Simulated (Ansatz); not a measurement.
Ag6. Total charge 0; triplet. Geometry PBE0-D4/def2-SVPD, that of the charge -1 doublet; atoms count from 1.

Cartesian coordinates in Å:
```
Ag 1.808 0.005 -1.066
Ag -0.669 -1.274 -0.455
Ag 1.292 -0.643 1.523
Ag -1.531 -0.314 1.981
Ag -0.677 0.768 -2.307
Ag -0.222 1.458 0.323
```

In the def2 sets Ag takes a core potential; there is no spin–orbit coupling. At PBE0-D4/def2-TZVPD a singlet of charge 0 lies 0.19 eV below the triplet at the same geometry. The structure comes from a short search, and lower isomers may exist.

(1) Estimate the Mulliken populations from the PBE0/def2-TZVPD orbitals of Ansatz.

(2) Where does the spin sit?

(3) And the Mayer bond orders between heavy atoms (over 0.3)?

## Answers

(1) 
```tsv
atom	charge (e)	spin (α − β)	d electrons
Ag1	-0.02	0.32	9.90
Ag2	0.11	0.51	9.86
Ag3	-0.02	0.32	9.90
Ag4	-0.09	0.17	9.92
Ag5	-0.09	0.17	9.92
Ag6	0.11	0.51	9.86
```
Mulliken values depend strongly on the basis. With diffuse functions, as here, like atoms can get unlike values, and bond orders can come out too low or too high.

(2) Summed by element: Ag 2.00, of 2 unpaired in all. Largest on single atoms: Ag2 0.51, Ag6 0.51, Ag1 0.32.

(3) Ag1–Ag3 0.45 (2.72 Å); Ag1–Ag5 0.45 (2.88 Å); Ag2–Ag4 0.38 (2.76 Å); Ag2–Ag5 0.38 (2.76 Å); Ag3–Ag4 0.45 (2.88 Å); Ag4–Ag6 0.38 (2.76 Å); Ag5–Ag6 0.38 (2.76 Å).
